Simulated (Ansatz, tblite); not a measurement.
Cost and result up the ladder for [Te4]2- (Te₄²⁻) (4 atoms). Charge -2, multiplicity 1. Geometry: B3LYP-D4/def2-SVPD.

```xyz
4

Te    1.721    0.603   -2.815
Te   -0.519   -0.402   -1.484
Te   -0.099   -1.037    1.244
Te   -1.103    0.836    3.056
```

Ansatz on 4 threads of Arm Neoverse V1 on a shared host; xTB runs through tblite on one thread. Times are rough, summed over both states, and most runs start from the orbitals of an earlier one. No level here is sound enough to serve as a yardstick. The other state is a triplet.

In the def2 sets Te takes a core potential; there is no spin–orbit coupling. The xTB rows come from tblite. A multiply charged anion in the gas phase is held together partly by the finite basis. HOMO above LUMO, or a gap near zero within one spin, warns that the state may not be the lowest or that an electron is smeared out.

xTB has no spin-polarisation term.

```
                             level  functions  wall time  vertical triplet (eV)                                                                                        remarks
                          GFN1-xTB         36    0.008 s                   1.46                                                                                              –
                          GFN2-xTB         36    0.019 s                   2.03                                                                                              –
                 PBE-D4/def2-TZVPD        236       11 s                   0.79  HOMO above zero (singlet), HOMO above zero (triplet), gap within one spin near zero (triplet)
r2SCAN-D4/def2-TZVPD (with forces)        236       27 s                   0.84                                           HOMO above zero (singlet), HOMO above zero (triplet)
```
